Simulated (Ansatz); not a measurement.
# SbH3 ··· SbH3

The pair of SbH3 (SMILES [SbH3], atoms 1–4) and SbH3 (SMILES [SbH3], atoms 5–8), both closed shells, in one local arrangement (a lower one may exist), relaxed at PBE0-D4/def2-TZVP:

```xyz
8
angstrom
Sb -0.2178 0.5395 -2.2466
H -1.2643 -0.3888 -1.2645
H 0.9846 -0.6701 -2.1846
H -0.8900 -0.1361 -3.6676
Sb 0.6369 0.2770 1.6962
H -0.8383 0.9615 2.2134
H 1.4003 0.6775 3.1694
H 0.1884 -1.2606 2.2841
```

Program: Ansatz 0.2.0. Basis: def2-TZVPPD, with def2-QZVPPD for the basis limit. Cores are frozen in the correlated methods. Filled d shells of the heavier atoms are correlated. Core potentials replace the inner electrons of the atoms past krypton. The def2 sets are not built for correlating such inner shells, so the correlated values are less sure here. Extrapolation: Hartree–Fock as exp(−7.88 √X), correlation as X^−2.97. Interaction energies count from these two fragments, frozen as in the pair, with the counterpoise correction; negative means bound.

What is the interaction energy by CCSD(T) at an estimated basis limit (MP2 extrapolated from triple and quadruple zeta, plus CCSD(T) − MP2 in triple zeta)? (An estimate is asked for; the value comes from the calculation.)

By the calculation: -1.44 kcal/mol. Hartree–Fock alone gives 1.23 kcal/mol at the basis limit, so without correlation the pair would not bind at this distance. Plain CCSD(T) in triple zeta gives -0.89 kcal/mol; the step to the limit is large here, so the limit is uncertain. It counts from the two fragments frozen as in the pair.

Which atoms make the shortest contact between the fragments?

H2 and Sb5, 3.58 Å apart.

Basis-set superposition shift (counterpoise-corrected less uncorrected): CCSD(T) 0.64; MP2 0.64; HF 0.02; PBE0-D4 0.02; wB97M-V 0.03 kcal/mol.

The T1 diagnostic stays at or below 0.015.

For scale, one of the runs: CCSD(T)/def2-TZVPPD, 214 basis functions, launched by `ansatz run in.yaml --threads 4 --pin off --events-out ev --progress --plain --max-ram 9574MiB`. Time: 120 s of wall clock on 4 CPU threads of an Arm Neoverse V2; the host was shared. Peak host memory: 3.6 GiB.
